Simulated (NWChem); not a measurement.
System: Si2H5O2F; SMILES O[Si]([SiH3])(O)F

Input file for NWChem:

```
start job
memory heap 200 mb stack 900 mb global 1100 mb
geometry units angstroms noautosym nocenter noautoz
  O     -1.559920    -0.848390    -0.426418
  Si    -0.032027    -0.409902    -0.012985
  O      0.332897    -1.149890     1.420464
  F      1.044060    -0.957100    -1.106301
  Si     0.086448     1.916409     0.008810
  H     -1.818368    -1.758877    -0.246717
  H      1.261964    -1.263981     1.641210
  H      1.475298     2.335306     0.372692
  H     -0.247748     2.472470    -1.336058
  H     -0.861106     2.465109     1.024542
end
basis spherical
  * library def2-svp
end
dft
  xc pbe0
  iterations 150
end
cosmo
  do_cosmo_smd true
  solvent toluene
end
task dft energy
```

The geometry was optimised at PBE0/def2-SVP. Solvent: toluene.

Level: PBE0/def2-SVP with SMD (1 M gas to 1 M solution), gas-phase geometry. Reactions with the solvent are ignored.

### Question
Predict the main results of this run. (PBE0/def2-SVP, SMD on the gas-phase geometry.) Quantities: solvation free energy (kcal/mol); cavity-dispersion-structure term (kcal/mol); dipole in solution (D).

### Answer
```json
{
 "solvation free energy (kcal/mol)": "-3.9",
 "cavity-dispersion-structure term (kcal/mol)": "-1.1",
 "dipole in solution (D)": "1.69"
}
```
